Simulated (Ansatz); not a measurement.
A nudged elastic band was laid between two geometries of C2H8AlBOSi (14 atoms, charge 0, multiplicity 1).

All numbers below come from RKS PBE-D4/STO-3G (Ansatz 0.2.0).

```json
{"movable images": "5", "climbing image": "yes", "spring": "5.0 eV/Å²", "optimiser": "quadratic models (default)", "start path": "IDPP", "force threshold": "0.05 eV/Å", "iteration limit": "60", "end points": "relaxed"}
```

First end point:

```xyz
14
Properties=species:S:1:pos:R:3
C -0.188 -1.828 0.316
Si 1.161 -0.655 -0.289
C 0.543 1.113 -0.216
B -0.824 1.343 -1.035
O -1.881 1.420 -0.142
Al -0.691 1.507 1.176
H -1.102 -1.741 -0.296
H -0.469 -1.624 1.364
H 0.142 -2.878 0.268
H 1.554 -1.054 -1.636
H 2.326 -0.825 0.573
H 1.380 1.796 -0.446
H -0.991 1.450 -2.202
H -0.972 1.947 2.595
```

Last end point:

```xyz
14
Properties=species:S:1:pos:R:3
C 0.146 -1.866 -1.300
Si 0.848 -0.713 0.013
C 0.095 1.002 -0.039
B -1.450 1.037 0.415
O -1.536 1.555 1.697
Al 0.172 2.027 1.561
H 0.324 -1.472 -2.314
H -0.942 -1.992 -1.178
H 0.611 -2.865 -1.242
H 2.296 -0.637 -0.161
H 0.616 -1.300 1.328
H 0.333 1.466 -1.013
H -2.416 0.711 -0.187
H 0.891 3.018 2.449
```

(1) What changes between the two ends?

(2) What energy profile does the band end with?

(3) What is the geometry of the highest image?

(4) What are the harmonic wavenumbers there?

Answers

(1) No bond is made or broken. The dihedral H10–Si2–C3–Al6 goes from 153 to -81°.

(2) The forces met the threshold. The highest image is number 3 of 0 to 6, 1.9 kcal/mol above the first end and 1.8 kcal/mol above the last; the last end lies 0.2 kcal/mol above the first. A vibrational analysis at the climbing image gives one clearly imaginary mode, 59i cm⁻¹: a first-order saddle point. Limits of this set-up: minimal basis.

```tsv
image	path coordinate (Å)	energy (kcal/mol)	dihedral H10–Si2–C3–Al6 (°)
0	0.00	0.0	153
1	1.15	0.4	173
2	2.30	1.3	-165
3	3.45	1.9	-142
4	4.52	1.5	-121
5	5.60	0.6	-100
6	6.68	0.2	-81
```

(3) 
```xyz
14
Properties=species:S:1:pos:R:3
C -0.207 -1.969 -0.489
Si 1.099 -0.652 -0.152
C 0.400 1.097 -0.187
B -1.204 1.168 -0.324
O -1.748 1.549 0.893
Al -0.100 1.912 1.456
H -0.658 -1.839 -1.486
H -1.025 -1.926 0.251
H 0.229 -2.981 -0.445
H 2.172 -0.790 -1.129
H 1.683 -0.952 1.154
H 0.970 1.680 -0.931
H -1.888 0.963 -1.268
H 0.263 2.709 2.689
```

(4) 59i, 80, 140, 164, 201, 312, 488, 532, 612, 633, 678, 758, 776, 810, 845, 859, 959, 1009, 1017, 1037, 1087, 1108, 1155, 1218, 1366, 1479, 1660, 1662, 2419, 2563, 2608, 2938, 3250, 3290, 3414, 3422 cm⁻¹.

The run took 2.3 min on 1 thread of Arm Neoverse V1, with other jobs on the host, peak memory 0.11 GiB.
